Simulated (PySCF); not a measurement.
# Magnetisability: SMILES CC(=O)[SiH2]O[SiH2][SiH2]F, C2H9FO2Si3

Molfile (atoms numbered from 1):
```
C2H9FO2Si3
     RDKit          3D

 17 16  0  0  0  0  0  0  0  0999 V2000
   -2.6681   -0.2105    1.0934 C   0  0  0  0  0  0  0  0  0  0  0  0
   -1.2761   -0.0653    0.5456 C   0  0  0  0  0  0  0  0  0  0  0  0
   -0.3173   -0.5041    1.1508 O   0  0  0  0  0  0  0  0  0  0  0  0
   -1.0452    0.8302   -1.1421 Si  0  0  0  0  0  4  0  0  0  0  0  0
    0.4793    0.6301   -1.5739 O   0  0  0  0  0  0  0  0  0  0  0  0
    2.0146    0.0718   -1.3106 Si  0  0  0  0  0  4  0  0  0  0  0  0
    2.2869   -0.5428    0.8855 Si  0  0  0  0  0  4  0  0  0  0  0  0
    3.9140   -0.6643    0.9988 F   0  0  0  0  0  0  0  0  0  0  0  0
   -3.1653    0.7562    1.0827 H   0  0  0  0  0  0  0  0  0  0  0  0
   -2.6573   -0.6208    2.1008 H   0  0  0  0  0  0  0  0  0  0  0  0
   -3.2258   -0.8750    0.4361 H   0  0  0  0  0  0  0  0  0  0  0  0
   -1.2980    2.2541   -0.9382 H   0  0  0  0  0  0  0  0  0  0  0  0
   -1.9032    0.1957   -2.1379 H   0  0  0  0  0  0  0  0  0  0  0  0
    2.1233   -1.0014   -2.3125 H   0  0  0  0  0  0  0  0  0  0  0  0
    2.8032    1.2077   -1.8112 H   0  0  0  0  0  0  0  0  0  0  0  0
    1.9031   -1.8945    1.2786 H   0  0  0  0  0  0  0  0  0  0  0  0
    2.0249    0.4448    1.9298 H   0  0  0  0  0  0  0  0  0  0  0  0
  1  2  1  0
  2  3  2  0
  2  4  1  0
  4  5  1  0
  5  6  1  0
  6  7  1  0
  7  8  1  0
  1  9  1  0
  1 10  1  0
  1 11  1  0
  4 12  1  0
  4 13  1  0
  6 14  1  0
  6 15  1  0
  7 16  1  0
  7 17  1  0
M  END
```

Computed, not measured: GIAO B3LYP/pcSseg-1 magnetisability, rotational g tensor and spin-rotation constants, non-relativistic, gas phase in PySCF 2.14.0. Geometry: GFN2-xTB.

**Question.** How diamagnetic is it, and how anisotropic?

**Answer.** Isotropic -1162 × 10⁻³⁰ J/T², or -70.0 × 10⁻⁶ cm³/mol; principal values -1325, -1189, -972 × 10⁻³⁰ J/T², anisotropy 308 × 10⁻³⁰ J/T² (root of half the summed squared differences of the principal values). The susceptibility is in cgs units.

**Question.** Split it along the inertial axes a, b, c into diamagnetic and paramagnetic parts about the centre of mass, with the quadrupole moment.

**Answer.** 
```csv
axis,χ (10⁻⁶ cm³/mol),diamagnetic (10⁻⁶ cm³/mol),paramagnetic (10⁻⁶ cm³/mol),summed x² of all electrons (Å²),quadrupole Θ (D Å)
a,-75.7,-789.1,713.4,379.0,+1.71
b,-62.6,-1722.7,1660.1,158.9,-3.81
c,-71.5,-2281.9,2210.4,27.1,+2.11
```
Anisotropies 2χaa − χbb − χcc = -17.3 and 2χbb − χaa − χcc = +22.0 × 10⁻⁶ cm³/mol. Θ is traceless in Buckingham's convention.

**Question.** And the rotational g tensor?

**Answer.** 
```csv
axis,rotational constant (GHz),g,nuclear part,electronic part
a,1.8585,-0.0459,0.5770,-0.6229
b,0.7280,-0.0214,0.5464,-0.5677
c,0.5389,-0.0144,0.5452,-0.5596
```
Asymmetric top; isotopes 12C, 19F, 1H, 16O, 28Si; no vibrational averaging.
